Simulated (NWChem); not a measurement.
Lowest excitation of Cl$_{2}$Pb

```
Pb
Cl 1 2.5049
Cl 1 2.5049 2 101.25
```
Charge 0, spin multiplicity 1.

Program: NWChem. Structure: optimised with B3LYP/def2-SVP with def2 effective core potentials on Pb, a minimum by its harmonic frequencies.

Basis set: def2-SVPD.

```json
[
 {"method": "TDA-LDA (SVWN5)", "lowest vertical singlet excitation energy (eV)": "3.19", "relative cost": "1", "difference from EOM-CCSD": "-0.87"},
 {"method": "TD-B3LYP", "lowest vertical singlet excitation energy (eV)": "3.59", "relative cost": "4", "difference from EOM-CCSD": "-0.48"},
 {"method": "TD-PBE", "lowest vertical singlet excitation energy (eV)": "3.28", "relative cost": "under 3", "difference from EOM-CCSD": "-0.79"},
 {"method": "CIS", "lowest vertical singlet excitation energy (eV)": "4.64", "relative cost": "under 3", "difference from EOM-CCSD": "+0.57"},
 {"method": "EOM-CCSD", "lowest vertical singlet excitation energy (eV)": "4.07", "relative cost": "9", "difference from EOM-CCSD": "0.00"}
]
```

The values span 1.44 eV, from TDA-LDA (SVWN5) (lowest) to CIS (highest). The cost column gives rough processor time relative to TDA-LDA (SVWN5); each entry includes its own SCF.

Effective core potentials replace the inner electrons of Pb; spin-orbit coupling is left out. The correlated methods keep 14 core orbitals frozen. B3LYP has NWChem's definition, with VWN1-RPA local correlation. The structure started from a generated list of species. Coupled-cluster values serve here as a point of comparison, not as the truth.
